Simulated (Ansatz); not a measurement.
Ideal-gas functions of CH₂Cl₂OSi, SMILES `ClC1(Cl)O[SiH2]1` at 400 K and 1 bar, from an Ansatz frequency run at PBE0-D4/def2-TZVP.

Molar mass 129.02 g/mol, point group Cs (symmetry number 1), electronic degeneracy 1, moments of inertia 175.818, 207.768, 336.095 u Å². Harmonic wavenumbers (cm⁻¹, unscaled): 167, 252, 337, 359, 474, 489, 634, 653, 762, 824, 941, 954, 1111, 2273, 2300.

Use S(trans) = R[1.5 ln M + 2.5 ln T − 1.1517]; rotational temperatures θ = 24.2544 K / I; S(rot) = R[ln(√π/σ · √(T³/θAθBθC)) + 1.5]; for each mode x = 1.438777 ν̃/T, S = R[x/(eˣ − 1) − ln(1 − e⁻ˣ)] and H = RT x/(eˣ − 1); 1 cm⁻¹ = 0.0119627 kJ/mol; R = 8.31446 J/(mol·K).

**Question.** By hand: the entropy, in J/(mol·K).

**Answer.** Translation 175.6. Rotation: θ = 0.138, 0.1167, 0.0722 K, giving 120.0. Vibration, mode by mode: 12.68, 9.41, 7.21, 6.74, 4.82, 4.61, 3.06, 2.90, 2.13, 1.78, 1.27, 1.23, 0.78, 0.02, 0.02, in all 58.6. Electronic 0.0. Sum 354.2 J/(mol·K).

**Question.** By hand: H − E and G − E in kJ/mol, counted from the electronic energy.

**Answer.** Zero-point energy ½ × 12530 × 0.0119627 = 74.9; thermal vibration 14.2; translation, rotation and pV give 4 RT = 13.3. H − E = 102.4 kJ/mol, and G − E = 102.4 − 400 × 354.2/1000 = -39.3 kJ/mol.

Vibration gives 17 % of the entropy.
